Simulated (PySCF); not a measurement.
A geometry optimisation, step by step.

(OMe)2Sn(OSiH2)2O, C2H10O5Si2Sn.
Bonds: Sn1–O2, Sn1–O4, Sn1–O6, Sn1–O10, O2–C3, O4–C5, O6–Si7, Si7–O8, O8–Si9, Si9–O10. Hydrogens: H11, H12, H13 on C3; H14, H15, H16 on C5; H17, H18 on Si7; H19, H20 on Si9.

Computed by this run: PBE0-D3(BJ)/def2-SVP geometry optimisation, gas phase, def2 core potentials past Kr in PySCF; density fitting, grid level 1; the optimiser is geomeTRIC in internal coordinates, started from a GFN2-xTB structure with every atom displaced at random (about 0.03 Å). 6 of its 9 geometries are shown. The frame can shift and turn from step to step; on so coarse a grid that alone can change the energy by a few meV, and forces under 0.02 eV/Å are noise.

Step 0: E = -34028.5633 eV, largest atomic force 4.981 eV/Å
```
atom  x, y, z in Å  |  force x, y, z in eV/Å
Sn1     0.614   -0.667    0.448   -2.179   3.200  -0.661
O2      2.144   -0.133    1.372    1.598   0.869   1.065
C3      2.459    1.221    1.628    0.333  -1.530   0.758
O4      0.356   -2.478    0.568   -2.398  -4.253  -0.986
C5     -0.761   -3.181   -0.191    0.162   2.836   2.940
O6     -0.947    0.469    1.100    2.044  -1.980   0.712
Si7    -1.897    1.468    0.305   -1.592   1.133   0.273
O8     -1.446    1.647   -1.263   -3.050   1.799   2.422
Si9    -0.358    1.028   -2.158    1.950  -2.261  -3.639
O10     0.581   -0.071   -1.399    0.581  -0.507  -0.024
H11     2.717    1.776    0.766    0.096   0.831  -1.560
H12     1.765    1.752    2.246   -1.250   0.415   0.320
H13     3.340    1.182    2.231    1.185   0.024   0.617
H14    -1.806   -2.838    0.162    1.510  -0.255  -0.481
H15    -0.645   -3.060   -1.237    0.185   0.256  -1.452
H16    -0.617   -4.172    0.113    0.070  -1.984   0.296
H17    -1.740    2.812    0.917   -0.324   0.139   0.066
H18    -3.276    0.884    0.326   -0.015   0.310  -0.031
H19     0.500    2.096   -2.600    0.634   0.685  -0.618
H20    -1.121    0.279   -3.236    0.459   0.274  -0.016
```

Step 2: E = -34029.8279 eV, largest atomic force 0.448 eV/Å
```
atom  x, y, z in Å  |  force x, y, z in eV/Å
Sn1     0.584   -0.644    0.438   -0.004  -0.009   0.010
O2      2.198   -0.142    1.416   -0.001  -0.117  -0.047
C3      2.498    1.212    1.657    0.029   0.018   0.036
O4      0.305   -2.577    0.588    0.046   0.233  -0.011
C5     -0.748   -3.182   -0.132    0.334  -0.041   0.108
O6     -0.919    0.422    1.130    0.004  -0.109   0.188
Si7    -1.933    1.479    0.372   -0.102   0.191  -0.356
O8     -1.468    1.652   -1.225   -0.175   0.022   0.411
Si9    -0.339    1.024   -2.250    0.365  -0.079  -0.226
O10     0.603   -0.084   -1.446    0.024  -0.022  -0.086
H11     2.711    1.775    0.726   -0.023  -0.052   0.084
H12     1.694    1.737    2.209    0.065  -0.035  -0.051
H13     3.410    1.229    2.280   -0.085   0.069  -0.054
H14    -1.733   -2.812    0.186   -0.200   0.028   0.010
H15    -0.644   -3.040   -1.223   -0.053  -0.057   0.008
H16    -0.696   -4.260    0.094   -0.088   0.037  -0.114
H17    -1.852    2.815    1.023    0.001  -0.027   0.023
H18    -3.325    0.952    0.388   -0.003  -0.003   0.035
H19     0.538    2.125   -2.753   -0.095  -0.057   0.043
H20    -1.023    0.335   -3.377   -0.040   0.009  -0.011
```

Step 3: E = -34029.8433 eV, largest atomic force 0.224 eV/Å
```
atom  x, y, z in Å  |  force x, y, z in eV/Å
Sn1     0.589   -0.638    0.441   -0.122   0.166   0.016
O2      2.205   -0.157    1.417    0.077  -0.051   0.018
C3      2.496    1.200    1.655   -0.025   0.066  -0.027
O4      0.313   -2.561    0.592   -0.038  -0.046  -0.020
C5     -0.744   -3.158   -0.124   -0.051  -0.058  -0.012
O6     -0.924    0.418    1.141    0.047  -0.100   0.072
Si7    -1.939    1.473    0.370    0.006   0.061  -0.215
O8     -1.456    1.636   -1.218   -0.023  -0.039   0.184
Si9    -0.320    1.014   -2.254    0.070  -0.029  -0.030
O10     0.624   -0.092   -1.449    0.002   0.019  -0.084
H11     2.702    1.758    0.722    0.009  -0.017   0.026
H12     1.685    1.720    2.196    0.018  -0.009   0.007
H13     3.404    1.242    2.278   -0.018  -0.004  -0.004
H14    -1.738   -2.792    0.195    0.040   0.001   0.005
H15    -0.656   -3.014   -1.217    0.011   0.019   0.014
H16    -0.710   -4.242    0.073    0.013   0.032   0.011
H17    -1.865    2.806    1.027    0.005   0.007   0.007
H18    -3.330    0.945    0.390   -0.001  -0.009   0.007
H19     0.538    2.125   -2.752   -0.009   0.000   0.018
H20    -1.011    0.334   -3.383   -0.013  -0.009   0.008
```

Step 5: E = -34029.8479 eV, largest atomic force 0.075 eV/Å
```
atom  x, y, z in Å  |  force x, y, z in eV/Å
Sn1     0.584   -0.622    0.439   -0.011  -0.002   0.013
O2      2.212   -0.164    1.415   -0.015   0.015  -0.020
C3      2.502    1.192    1.662    0.008  -0.012   0.015
O4      0.305   -2.549    0.581   -0.004   0.005  -0.006
C5     -0.762   -3.145   -0.119   -0.024   0.000  -0.005
O6     -0.936    0.413    1.149    0.012  -0.016   0.005
Si7    -1.944    1.465    0.355   -0.013   0.002   0.028
O8     -1.439    1.618   -1.218    0.054  -0.019  -0.049
Si9    -0.297    1.011   -2.262   -0.068   0.026   0.019
O10     0.647   -0.090   -1.458    0.028  -0.010   0.011
H11     2.715    1.756    0.736    0.000   0.004  -0.013
H12     1.693    1.710    2.206   -0.011   0.004   0.002
H13     3.406    1.228    2.289    0.010  -0.002   0.010
H14    -1.749   -2.792    0.230    0.006   0.003   0.004
H15    -0.700   -2.984   -1.210    0.005   0.005   0.001
H16    -0.713   -4.230    0.063    0.005  -0.011   0.004
H17    -1.881    2.798    1.013    0.000   0.001  -0.006
H18    -3.333    0.928    0.366    0.001   0.002  -0.004
H19     0.546    2.137   -2.747    0.011   0.005  -0.007
H20    -0.992    0.334   -3.390    0.006   0.000  -0.002
```

Step 6: E = -34029.8481 eV, largest atomic force 0.055 eV/Å
```
atom  x, y, z in Å  |  force x, y, z in eV/Å
Sn1     0.583   -0.621    0.437    0.014  -0.027  -0.003
O2      2.211   -0.166    1.414   -0.010   0.017  -0.011
C3      2.503    1.190    1.666    0.003  -0.015   0.009
O4      0.302   -2.548    0.576   -0.002   0.006  -0.003
C5     -0.769   -3.143   -0.117    0.000   0.010   0.009
O6     -0.938    0.411    1.148   -0.012   0.009  -0.001
Si7    -1.943    1.464    0.351   -0.011  -0.003   0.034
O8     -1.433    1.617   -1.220    0.035  -0.009  -0.041
Si9    -0.291    1.012   -2.265   -0.039   0.021   0.014
O10     0.653   -0.089   -1.460    0.021  -0.007   0.015
H11     2.718    1.756    0.741    0.001   0.003  -0.002
H12     1.692    1.707    2.211   -0.002   0.003  -0.001
H13     3.406    1.222    2.296   -0.001  -0.002   0.001
H14    -1.754   -2.792    0.242   -0.003  -0.001   0.000
H15    -0.717   -2.974   -1.208   -0.002  -0.002  -0.002
H16    -0.716   -4.229    0.059   -0.001  -0.004  -0.003
H17    -1.882    2.797    1.009    0.001   0.000  -0.004
H18    -3.332    0.927    0.358    0.001   0.002  -0.003
H19     0.553    2.139   -2.748    0.003  -0.002  -0.005
H20    -0.984    0.335   -3.394    0.004   0.001  -0.003
```

Step 8: E = -34029.8481 eV, largest atomic force 0.026 eV/Å
```
atom  x, y, z in Å  |  force x, y, z in eV/Å
Sn1     0.582   -0.624    0.432    0.006  -0.012  -0.007
O2      2.207   -0.172    1.415    0.003  -0.001   0.007
C3      2.502    1.179    1.683   -0.005  -0.002  -0.003
O4      0.293   -2.550    0.564   -0.001  -0.003   0.001
C5     -0.793   -3.136   -0.114    0.015   0.006   0.013
O6     -0.941    0.407    1.142   -0.012   0.014  -0.015
Si7    -1.937    1.465    0.340    0.010  -0.009   0.002
O8     -1.413    1.618   -1.228   -0.017   0.013   0.011
Si9    -0.270    1.016   -2.270    0.023  -0.010  -0.007
O10     0.671   -0.086   -1.462   -0.001   0.010   0.002
H11     2.727    1.752    0.764    0.001  -0.003   0.008
H12     1.688    1.695    2.224    0.005  -0.001  -0.001
H13     3.399    1.203    2.321   -0.007   0.000  -0.003
H14    -1.769   -2.790    0.273   -0.007  -0.001  -0.003
H15    -0.764   -2.952   -1.204   -0.005  -0.004  -0.002
H16    -0.735   -4.224    0.045   -0.005   0.005  -0.005
H17    -1.875    2.798    0.997    0.000   0.000   0.001
H18    -3.327    0.934    0.334   -0.001   0.002  -0.001
H19     0.576    2.142   -2.751   -0.003  -0.005   0.002
H20    -0.958    0.340   -3.404   -0.001   0.000   0.000
```

Task: Summarise the path.

Result: The energy falls by 29.63 kcal/mol from step 0 to step 8; nine tenths of that is first reached at step 2. It falls at every step. The largest force goes from 4.981 to 0.026 eV/Å. Among the bonds O8–Si9 changes most, from 1.539 to 1.660 Å; the atoms move by 0.114 Å rms after alignment.

Task: Follow the three bonds and two angles with the largest change from start to end.

Result: 
```
step  E above end (kcal/mol)  largest force (eV/Å)  O8–Si9 (Å)  Sn1–O4 (Å)  O4–C5 (Å)  O6–Sn1–O10 (°)  O4–C5–H16 (°)
   0                   29.63                 4.981       1.539       1.833      1.523            96.9          101.0
   1                    3.43                 1.508       1.624       1.983      1.439            99.2          106.2
   2                    0.47                 0.448       1.650       1.959      1.412           101.0          106.2
   3                    0.11                 0.224       1.659       1.949      1.409           101.9          107.6
   4                    0.04                 0.101       1.661       1.950      1.407           102.6          107.7
   5                    0.00                 0.075       1.662       1.952      1.408           103.3          107.6
   6                    0.00                 0.055       1.662       1.952      1.409           103.5          107.5
   7                    0.00                 0.030       1.660       1.952      1.409           103.7          107.5
   8                    0.00                 0.026       1.660       1.952      1.409           103.8          107.5
```

The cost below is that of the whole optimisation. The run took 11 min of wall time on an Intel Xeon at 2.50 GHz with one thread (shared host), and the process peaked at 1.3 GiB of memory.
